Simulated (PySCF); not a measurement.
A structure optimised at B3LYP-D3(BJ)/def2-SVP, used in a PySCF frequency run:

```
Si
F 1 1.6398
O 1 1.6619 2 108.47
H 3 0.9642 1 117.33 2 63.62
C 1 1.8572 2 108.41 3 -116.04
H 5 1.1012 1 110.50 2 62.51
H 5 1.1013 6 108.17 1 121.68
H 5 1.1017 6 108.05 7 116.94
C 1 1.8724 2 105.82 3 120.53
H 9 1.1049 1 108.13 2 -177.70
H 9 1.1056 10 105.70 1 -115.52
C 9 1.5361 10 110.62 11 -119.09
H 12 1.1015 9 111.07 10 179.35
H 12 1.1017 13 107.69 9 122.76
H 12 1.1024 13 107.29 14 115.17
```
Charge 0, spin multiplicity 1.

Write its SMILES and formula.

CC[Si](C)(O)F, C3H9FOSi

What are its rotational constants (standard atomic weights)?

3.4161, 2.0007, 1.9270 GHz
